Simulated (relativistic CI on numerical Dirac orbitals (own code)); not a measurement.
# Hyperfine structure of Ir XLII, mass number 191

Method of calculation: Dirac-Coulomb-Breit CI, separate exchange-only KLI orbitals for each configuration, QED by a radiative potential, unscaled Slater integrals (own radial code, finite nucleus).

Configuration list (outside the closed core [Ar] 3d10): 4s²4p⁶, 4s²4p⁵4d, 4s4p⁶4d, 4s²4p⁵4f, 4s4p⁶4f, 4p⁶4d4f, 4s²4p⁵5s, 4p⁶4d², 4p⁵4d³, 4p⁵4d²4f, 4p⁵4d²5s, 4p⁶4f², 4p⁵4d4f², 4p⁵4f³, 4p⁵4f²5s. Double excitations out of closed p, d and f shells are left out; levels of such configurations are missing from the list, as are those of other unlisted configurations, and high levels can miss mixing partners.

Nuclear spin I = 3/2, μ = 0.1502 μN, Q = 0.816 b (tables of Stone and Pyykkö). The electronic factors are computed for point nuclear moments, without core polarisation or the Bohr-Weisskopf and QED corrections.

| Level | E (eV) | A (MHz) | B (MHz) |
| --- | --- | --- | --- |
| 4s²4p⁵4d ³P°1 | 164.243 | 4234 | 30300 |
| 4s²4p⁵4d ³F°3 | 167.237 | 4990 | -92600 |
| 4s²4p⁵4d ³D°2 | 168.804 | 4972 | -7200 |
| 4s²4p⁵4d ³F°4 | 187.250 | 3324 | -88200 |
| 4s²4p⁵4d ³D°3 | 195.909 | 2877 | 39700 |
| 4s²4p⁵4d ³F°2 | 279.127 | 18100 | 26100 |
| 4s²4p⁵4d ¹P°1 | 302.741 | -11220 | 6520 |
| 4s²4p⁵4f ³D1 | 377.815 | -16260 | -3700 |

Levels with J = 0, under 50 % of one LS term, or S terms without an open s electron are left out. Small factors come from cancelling terms and can be off by tens of per cent or more.

At this charge energies of transitions that change n are usually good to better than 1 %, and those within a shell (Δn = 0) to a few per cent.

Give the hyperfine levels of 4s²4p⁵4d ³F°2 relative to its centre of gravity.

With K = F(F + 1) − I(I + 1) − J(J + 1), E = AK/2 + B[¾K(K + 1) − I(I + 1)J(J + 1)]/[2I(2I − 1)J(2J − 1)]: F = 1/2: -58600, F = 3/2: -54300, F = 5/2: -25370, F = 7/2: 60830 MHz.

LS names give the leading component of a level, which can be under half, so a name can repeat, a term be missing and a line seem to break the LS rules.
